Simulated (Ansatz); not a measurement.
The cluster W₄Se₈⁺. The state is a doublet with charge 1. Geometry PBE-D4/def2-SVP; atoms count from 1.

```xyz
12

W    -0.211    0.398   -1.476
W     1.158   -1.095    0.149
W     0.520    1.540    1.256
W    -0.805   -2.077   -1.213
Se    1.268   -3.382   -0.705
Se   -1.525    2.252   -0.489
Se    1.939    3.038    2.202
Se    0.819   -0.574    2.495
Se   -1.807    1.945    1.898
Se    2.146    0.991   -0.893
Se   -2.607   -2.144    0.195
Se   -0.896   -0.891   -3.420
```

In the def2 sets W takes a core potential; there is no spin–orbit coupling. Single mean-field runs in def2-TZVP are fitted with def2-universal-jkfit. The structure comes from a short search, and lower isomers may exist.

(1) Estimate the Mulliken populations from the PBE0/def2-TZVP orbitals of Ansatz.

(2) Where does the spin sit?

(3) And the Mayer bond orders between heavy atoms (over 0.3)?

Answers

(1) 
```csv
atom,charge (e),spin (α − β),d electrons
W1,0.55,0.10,4.45
W2,0.62,0.12,4.36
W3,0.66,0.70,4.34
W4,0.44,0.02,4.31
Se5,-0.24,0.03,–
Se6,-0.15,0.05,–
Se7,-0.03,-0.11,–
Se8,-0.21,0.07,–
Se9,-0.05,0.05,–
Se10,-0.23,-0.03,–
Se11,-0.14,0.03,–
Se12,-0.24,-0.01,–
```
Mulliken values depend strongly on the basis.

(2) Summed by element: W 0.94, Se 0.06, of 1 unpaired in all. Largest on single atoms: W3 0.70, W2 0.12, Se7 -0.11.

(3) W1–W2 1.20 (2.60 Å); W1–W4 1.08 (2.56 Å); W1–Se6 1.00 (2.48 Å); W1–Se10 0.99 (2.50 Å); W1–Se12 1.25 (2.43 Å); W2–W3 0.30 (2.93 Å); W2–W4 0.99 (2.58 Å); W2–Se5 1.18 (2.44 Å); W2–Se8 1.25 (2.43 Å); W2–Se10 0.87 (2.53 Å); W3–Se6 0.48 (2.78 Å); W3–Se7 2.14 (2.27 Å); W3–Se8 1.05 (2.47 Å); W3–Se9 1.08 (2.45 Å); W3–Se10 0.54 (2.75 Å); W4–Se5 1.00 (2.50 Å); W4–Se11 2.08 (2.29 Å); W4–Se12 0.96 (2.51 Å); Se6–Se9 0.98 (2.42 Å).
